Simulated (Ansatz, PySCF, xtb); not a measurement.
Complex: hydrogen isocyanide (SMILES [C-]#[NH+]) (first 3 atoms) with CH4O (SMILES CO); geometry from B3LYP-D3(BJ)/def2-TZVP, rigid monomers moved along the line of their centres of mass till H3···O5 is 2.01 Å.
(charge 0, multiplicity 1):
```xyz
9

C     -0.113    -0.629    -0.256
N     -0.137    -0.182     0.818
H     -0.167     0.199     1.766
C     -0.097    -0.292     4.667
O     -0.197     0.755     3.696
H      0.258     0.096     5.625
H      0.632    -1.003     4.284
H     -1.052    -0.803     4.807
H     -0.846     1.404     3.984
```

Interaction energies are E(AB) − E(A) − E(B) at the monomers' geometry in the complex; basis-set methods are counterpoise corrected. Rows marked so take none.

Correlated levels freeze the cores. Rows in 6-31G* carry no dispersion term and start afresh at each structure (6-31G* with six Cartesian d functions). MP2/6-31G* freezes PySCF's default core.

Programs: Ansatz (an electronic-structure program) with Gaussian orbitals; PySCF for 6-31G* rows, the dispersion terms; xtb for the GFN methods. Each number belongs to the level named beside it.

```tsv
level	interaction energy (kcal/mol)
GFN-FF	-6.15
GFN2-xTB	-5.29
HF/6-31G*	-7.96
HF/6-31G* (no counterpoise)	-8.77
HF/aug-cc-pVDZ	-7.16
B3LYP-D4/def2-TZVPPD	-8.62
MP2/6-31G*	…
SCS-MP2/aug-cc-pVDZ	-7.89
CCSD(T)/aug-cc-pVDZ	-7.97
```

Q: What belongs in the gaps?

A: 
- MP2/6-31G*, interaction energy (kcal/mol): -9.04
